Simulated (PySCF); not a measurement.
Computed Raman spectrum (relative Raman activity) of a molecule C3H4O2Si. The structure is a stationary point at B3LYP-D3(BJ)/def2-SVP. Other conformers were not sampled. Level of theory: B3LYP-D3(BJ)/def2-SVP in PySCF 2.14.0. Frequencies are harmonic and unscaled.

Lines under 2 % of the strongest are left out, and lines within 2 cm⁻¹ are merged.

```csv
ν (cm⁻¹),relative intensity
318,2.3
331,5.1
356,7.4
527,2.4
590,15
708,2.6
880,3.8
911,4.4
1010,3.8
1336,7.3
1887,21
2213,100
2232,51
3024,71
3080,36
```

Q: Which structure fits?
A. O=C1CC(=O)[SiH2]1
B. O=C1C=C[SiH2]O1
C. C=C1OC(=O)[SiH2]1
D. C#C[SiH2]OC=O

A: A, O=C1CC(=O)[SiH2]1
